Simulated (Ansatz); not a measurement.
Relaxation of BClF2H3N (8 atoms, charge 0, multiplicity 1), to a largest force component of 0.03 eV/Å in at most 50 steps.

Method: Ansatz, UKS B3LYP-D4/def2-SVP.

```xyz
8
Properties=species:S:1:pos:R:3:forces:R:3
B -0.546 0.728 -0.130 0.36 -1.25 1.65
Cl 1.502 -0.906 -1.903 -0.05 -0.14 0.40
F -1.540 0.456 -0.961 0.04 0.01 0.04
F 0.150 1.843 -0.288 -0.03 -0.04 0.01
H 1.152 -1.086 -0.650 0.04 0.12 -0.36
N -0.230 -0.195 0.979 -0.37 1.31 -1.76
H -0.874 -0.937 1.225 0.00 -0.01 0.01
H 0.386 0.097 1.727 0.01 0.00 0.01
```

Question: Where does it end, and by what steps?

Answer: It converged. After 7 steps the energy has fallen by 0.131 eV; Cl2 moved furthest, 0.49 Å.

```json
{"step": "0", "energy less start (eV)": "0.0000", "largest force component (eV/Å)": "1.763", "accepted": "yes"}
{"step": "1", "energy less start (eV)": "-0.0589", "largest force component (eV/Å)": "1.192", "accepted": "yes"}
{"step": "2", "energy less start (eV)": "-0.1025", "largest force component (eV/Å)": "0.390", "accepted": "yes"}
{"step": "3", "energy less start (eV)": "-0.1183", "largest force component (eV/Å)": "0.516", "accepted": "yes"}
{"step": "4", "energy less start (eV)": "-0.1286", "largest force component (eV/Å)": "0.183", "accepted": "yes"}
{"step": "5", "energy less start (eV)": "-0.1298", "largest force component (eV/Å)": "0.141", "accepted": "yes"}
{"step": "6", "energy less start (eV)": "-0.1306", "largest force component (eV/Å)": "0.047", "accepted": "yes"}
{"step": "7", "energy less start (eV)": "-0.1307", "largest force component (eV/Å)": "0.020", "accepted": "yes"}
```

```xyz
8
Properties=species:S:1:pos:R:3
B -0.640 0.815 -0.072
Cl 1.716 -1.278 -1.674
F -1.696 0.594 -0.843
F -0.011 1.978 -0.171
H 1.033 -0.964 -0.606
N -0.181 -0.178 0.821
H -0.740 -1.000 1.022
H 0.519 0.033 1.524
```

The run took 18 s on 2 threads of Intel(R) Xeon(R) Platinum 8488C (Sapphire Rapids), with other jobs on the host, peak memory 0.26 GiB.
